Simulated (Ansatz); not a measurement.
Reactions of C3H6Cl2 (`ClCCCCl`).

Program: Ansatz. Geometries: PBE0-D4/def2-TZVP. ΔE: electronic, gas phase. CBS: MP2 limit from def2 TZ/QZ plus the TZ coupled-cluster correction, frozen cores. This one scheme is used for every species. Functionals use def2-TZVPP. B3LYP here is the variant with VWN-RPA as its local correlation; programs differ in this. Elements past krypton have def2 core potentials. For Br, I outer-core shells are correlated without core-valence functions, which leaves a few kJ/mol of doubt a bond. Scalar relativity is left out up to krypton. One conformer a species, not always the lowest.

```
                                     reaction  ωB97M-V (kJ/mol)  r2SCAN-D4 (kJ/mol)  B3LYP-D4 (kJ/mol)  CCSD(T)/CBS(def2) (kJ/mol)
      `ClCCCCl` + `CCC` → `CC(C)CCl` + `CCCl`               -10                 -10                 -9                         -11
            `ClCCCCl` + H–F → `FCCCl` + `CCl`                46                  43                 42                          58
             `ClCCCCl` + HI → `ClCCI` + `CCl`                12                   8                  6                           4
           `ClCCCCl` + HBr → `ClCBr` + `CCCl`                33                  29                 28                          33
`ClCCCCl` + `[SiH3]S` → `S[SiH2]CCl` + `CCCl`               -32                 -34                -33                         -31
          `ClCCCCl` + `CF` → `FCCCl` + `CCCl`               -11                 -13                -10                          -9
```

Largest T1 diagnostic: 0.011, for `[SiH3]S`.
